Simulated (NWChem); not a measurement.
# HfNHClF; SMILES [F][Hf]([Cl])=[NH]

All runs: NWChem. All runs use the structure optimised with PBE0/def2-SVP. def2 effective core potentials on Hf; no spin-orbit coupling. Level B3LYP/def2-SVP: energy and gradient on several grids; changes count from the extra-fine grid, which is no exact limit either.

```tsv
grid	size of the energy change (μHa)	largest change of a gradient component (μHa/bohr)
xcoarse	1000	4000
coarse	< 10	300
medium	< 10	40
fine	< 10	< 30
xfine	< 10	< 30
```
